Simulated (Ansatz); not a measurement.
`[CH3][AlH][SiH2]Cl` + `N[SiH3]` → `[SiH3][NH][AlH][SiH2]Cl` + CH₄ at 600 K and 1 bar (ligand exchange at the Al–C bond).

Isolated molecules relaxed with PBE0-D4/def2-TZVP in Ansatz; ΔE leaves out vibrations. CBS: MP2 limit from def2 TZ/QZ plus the TZ coupled-cluster correction, frozen cores. This one scheme is used for every species. Each species was taken in one conformer, which may not be the lowest.

```csv
species,CCSD(T)/CBS energy (Eh),H − E (kJ/mol),S (J/(mol·K))
`[CH3][AlH][SiH2]Cl`,-1032.57399,225.0,481.9
`N[SiH3]`,-346.80422,170.6,320.8
`[SiH3][NH][AlH][SiH2]Cl`,-1338.96095,256.8,531.0
CH₄,-40.46206,140.4,215.7
```

H − E and S are ideal-gas, rigid-rotor, harmonic terms from PBE0-D4/def2-TZVP, for one conformer and one mirror image of each species. 1 Eh = 2625.50 kJ/mol, R = 8.31446 J/(mol·K).

Task: By hand: ΔE, ΔH, ΔS and ΔG.

Result: ΔE = (-1338.96095) + (-40.46206) − (-1032.57399) − (-346.80422) = -0.04480 Eh = -117.6 kJ/mol. Δ(H − E) = 256.8 + 140.4 − 225.0 − 170.6 = 1.6, so ΔH = -116.0 kJ/mol. ΔS = 531.0 + 215.7 − 481.9 − 320.8 = -56.0 J/(mol·K). ΔG = -116.0 − 600 × (-56.0)/1000 = -82.4 kJ/mol.

Task: By hand: the equilibrium constant, and the temperature at which ΔG would vanish if ΔH and ΔS stayed fixed.

Result: log₁₀ K = −ΔG/(RT ln 10) = 7.2. ΔG = 0 at ΔH/ΔS = 2071 K.

ΔH outweighs TΔS. A doubt of 5 kJ/mol in ΔE shifts log₁₀ K by 0.4 here. Other conformers and mirror images would add mixing entropy, several J/(mol·K) or more a flexible species. Modes under 60 cm⁻¹, often nearly free rotors, make the harmonic entropy too high. These are equilibria of isolated gas molecules and say nothing of rates. Largest T1 diagnostic: 0.012 (customary marks: 0.02 for closed shells, 0.045 for open ones).
